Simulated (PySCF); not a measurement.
## Assigning NMR signals

Structure with atom numbers: `[F:1]/[CH:2]=[C:3](/[F:4])[C@H:5]([SiH3:6])[C:7]([Cl:8])([Cl:9])[Cl:10]` (H(Xn): hydrogen on atom n).

- GIAO PBE0/pcSseg-1 shieldings
- GFN2-xTB structure
- program: PySCF
- averaged over atoms made equivalent by symmetry, fast rotation or ring inversion, a single conformation, non-relativistic, no solvent

Chemical shifts δ = σref − σ; 13C (σref 186.93), 1H (σref 31.72) against TMS, all at this level.

(1) Assign these signals to the numbered atoms. 13C{1H} NMR (computed): δ 161.3 (C), 151.5 (CH), 123.9 (C), 51.3 (CH).

(2) Assign these signals to the numbered atoms. 1H NMR (400 MHz, computed): δ 7.57 (m, 1H), 4.29 (d, 3H), 3.78 (m, 1H).

Results:

(1) 
| δ (ppm) | atoms | environment | reason |
| --- | --- | --- | --- |
| 161.3 | C3 | fully substituted alkene carbon | as expected for a trigonal carbon in a double bond |
| 151.5 | C2 | alkene CH | as expected for a trigonal carbon in a double bond |
| 123.9 | C7 | fully substituted sp3 carbon bonded to 3 Cl | 3 electronegative neighbours deshield it |
| 51.3 | C5 | allylic sp3 CH bonded to Si | – |

(2) 
```tsv
δ (ppm)	atoms	environment	reason
7.57	H(C2)	hydrogen on an alkene CH	olefinic region
4.29	H(Si6)	hydrogen on a silicon bonded to C	–
3.78	H(C5)	hydrogen on an allylic sp3 CH bonded to Si	–
```

Carbons that carry Cl, above all several Cl atoms, come out too deshielded, partly because spin–orbit coupling is missing. Splittings by 19F in the carbon and heteronuclear signals aren't shown, as no couplings were computed. Shifts are as computed. Against solution values, carbons near 30 ppm lie about +3 ppm off and those near 130 ppm about +5 ppm; carbons on Cl a further +6 ppm. Of 1211 compounds with measured shifts, 218 miss one by over three times the rms of a fit or turn the order of signals round; such compounds aren't used in these exercises. Multiplicities follow the n + 1 count of equivalent neighbours, as no J values were calculated; m marks all less simple cases, F and P coupling included.
